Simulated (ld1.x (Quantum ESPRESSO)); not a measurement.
**Plane-wave convergence, RRKJ potential for Re**

rhenium (Re), norm-conserving RRKJ (Kleinman–Bylander form), made with ld1.x (Quantum ESPRESSO) 7.5 (PBEsol, scalar-relativistic). Core [Kr] 4d10 4f14, reference 5s2 5p6 5d5 6s1 6p0 (charge +1). Waves: 5p (bound): rc 1.70 bohr; 5d (bound): rc 2.15 bohr; 5s (bound): rc 1.30 bohr. Local part: the s channel. Core correction: a·sin(br)/r model core, default radius (core density twice the valence density).

Occupied shells without a wave of their own: 6s. They enter only through the test configuration that unscreens the potential, and ld1.x also counts them in the model core charge.

The pseudo-atom Hamiltonian at the reference potential is diagonalised in spherical Bessel functions j_l(qr) that vanish at 20 bohr, with q² up to the cutoff. All-electron valence levels (Ry): 5p -4.0311, 6p -0.5096, 5d -0.9546, 5s -6.8414, 6s -0.9355.

Q: How do the lowest levels (Ry) of each channel move with the cutoff, and are there ghosts?

A:

```tsv
cutoff (Ry)	p #1	p #2	p #3	d #1	d #2	s #1	s #2	f #1	Σ f·Δε (mRy)
8	-3.2829	-0.4249	-0.1298	-0.5846	-0.1316	-6.0925	-0.8679	-0.0577	7934.3
15	-3.9719	-0.5022	-0.1466	-0.8431	-0.1525	-6.1802	-0.8819	-0.0578	2318.5
30	-4.0192	-0.5111	-0.1484	-0.9539	-0.1601	-6.7116	-0.9390	-0.0579	360.6
45	-4.0305	-0.5134	-0.1489	-0.9546	-0.1601	-6.8020	-0.9605	-0.0579	87.1
60	-4.0310	-0.5140	-0.1491	-0.9546	-0.1602	-6.8095	-0.9612	-0.0579	68.3
90	-4.0311	-0.5140	-0.1491	-0.9546	-0.1602	-6.8380	-0.9640	-0.0579	7.8
140	-4.0312	-0.5141	-0.1491	-0.9546	-0.1602	-6.8405	-0.9646	-0.0579	1.9
200	-4.0312	-0.5141	-0.1491	-0.9546	-0.1602	-6.8413	-0.9647	-0.0579	0.1
400	-4.0312	-0.5141	-0.1491	-0.9546	-0.1602	-6.8414	-0.9647	-0.0579	0.0
```

Result: no extra level below or beside the all-electron valence levels (p, d, s, f tested); 10 mRy is reached at 90 Ry and 1 mRy at 160 Ry.

The potential misses its own reference levels by up to 0.4 eV. ld1.x takes every shell without a wave as core, so the model core holds the 6s electrons as well and exchange and correlation see them twice. This cancels in the reference configuration, but the file is broken for other ones, and its errors say nothing about a proper core correction. Its largest configuration-test error is -934 meV.
